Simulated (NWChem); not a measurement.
Species: BaF$_{2}$; SMILES [F][Ba][F]

Program: NWChem. Medium grid unless said otherwise, to which SCAN and Minnesota functionals are sensitive. The geometry was optimised at PBE-D3(BJ)/def2-SVP. def2 effective core potentials on Ba; no spin-orbit coupling.

Task: Order these by “highest occupied level (eV)”, lowest first: M06-L/def2-SVP; Hartree-Fock/def2-SVP; LRC-wPBEh/def2-SVP; B3LYP/def2-SVP.

Result: Hartree-Fock/def2-SVP (-12.55), LRC-wPBEh/def2-SVP (-9.60), B3LYP/def2-SVP (-7.50), M06-L/def2-SVP (-6.22)
